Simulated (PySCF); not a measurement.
Method: PBE-D3(BJ)/def2-TZVP // B3LYP-D3(BJ)/def2-TZVP (PySCF). Isolated molecules, 0 K electronic values unless said otherwise. One relaxed conformer stands for a flexible species; it need not be the lowest. Excitations are Tamm–Dancoff values on a coarser integration grid. The basis has no diffuse functions, so Rydberg states are missing or too high.

Reference species (SMILES): `B(O)C` (C–B–O–H torsion 180°) (neutral, multiplicity 1).

- S1–T1 gap (TDA): 0.58 eV
- S1 excitation (TDA): 6.46 eV
- HOMO–LUMO gap: 6.28 eV
- S1 oscillator strength: 0.001

Changed species: `BOC`.

Task: Predict the effect on the S1–T1 gap (TDA), S1 excitation (TDA), HOMO–LUMO gap and S1 oscillator strength.

Result: the S1–T1 gap (TDA) stays essentially unchanged; the S1 excitation (TDA) decreases by 0.51 eV, to 5.95 eV; the HOMO–LUMO gap falls by 0.52 eV, to 5.76 eV; the S1 oscillator strength hardly moves.
